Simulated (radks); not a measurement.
Results of a calculation; reference values are marked as such.
Spherical quantum dot in the effective-mass picture: electrons in a parabolic well V = omega^2 r^2 / 2 with omega = 2.16, with a point charge +1 (a donor) at the centre, all in effective atomic units (hartree* = m*/eps^2 hartree, bohr* = eps/m* bohr), one dielectric constant everywhere. Level of theory: non-relativistic Kohn-Sham, LDA (Slater exchange, Perdew-Wang correlation), spin-polarised, spherical densities (a radial shooting solver with Libxc functionals). Levels are named by radial order and angular momentum (1s, 1p, 1d, 2s, ...), and open shells are averaged over m. Results are scaled to m* = 0.284 and eps = 4.3, for which hartree* = 418 meV and bohr* = 0.8012 nm.

N = 6, configuration 1s2 1p(up 3, down 1). This is the lowest configuration that the search found. Occupied and some empty levels:

level    occupation  eigenvalue (meV)  <r> (nm)
1s up             1            2775.2    0.6142
1s down           1            2826.7    0.6116
1p up             3            3656.6    0.8702
1p down           1            3712.7    0.8732
2s up             0            4346.0    0.9350
2s down           0            4383.8    0.9397
1d up             0            4459.2     1.039
1d down           0            4509.4     1.044
1f up             0            5271.3     1.176
1f down           0            5313.5     1.182

Energy (meV): total 13910.4, kinetic 5376.9, external 3263.7, Hartree 6878.2, exchange-correlation -1608.4.
